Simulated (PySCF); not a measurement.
CdH₄Si, SMILES [SiH3][CdH].

The structure is a stationary point at B3LYP-D3(BJ)/def2-TZVP. The def2 effective core potentials stand for the cores of Cd; spin–orbit coupling is left out.

Calculation: B3LYP-D3(BJ)/def2-TZVP (PySCF).

Frequencies are harmonic and unscaled.

Modes within 1.5 cm⁻¹ of each other (mostly degenerate sets) share a row, with their intensities summed.

Task: Give all harmonic wavenumbers and intensities. (The exact figures need the calculation; the answer reports its results.)

Result: 
| mode | ν (cm⁻¹) | IR (km/mol) | Raman (Å⁴/amu) | depolarisation | moving atoms (share of kinetic energy) |
|---|---|---|---|---|---|
| 1 | 286 | 2.9 | 28.7 | 0.21 | Si 71 %, Cd 21 % |
| 2–3 | 342 | 102.5 | 12.5 | 0.75 | H 98 % |
| 4–5 | 490 | 18.7 | 4.3 | 0.75 | H 89 %, Si 8 % |
| 6 | 869 | 331.5 | 9.7 | 0.16 | H 91 %, Si 9 % |
| 7–8 | 954 | 91.9 | 27.8 | 0.75 | H 98 % |
| 9 | 1737 | 388.5 | 479.1 | 0.28 | H 99 % |
| 10 | 2190 | 79.2 | 288.5 | 0.00 | H 99 % |
| 11–12 | 2198 | 206.7 | 278.4 | 0.75 | H 96 % |
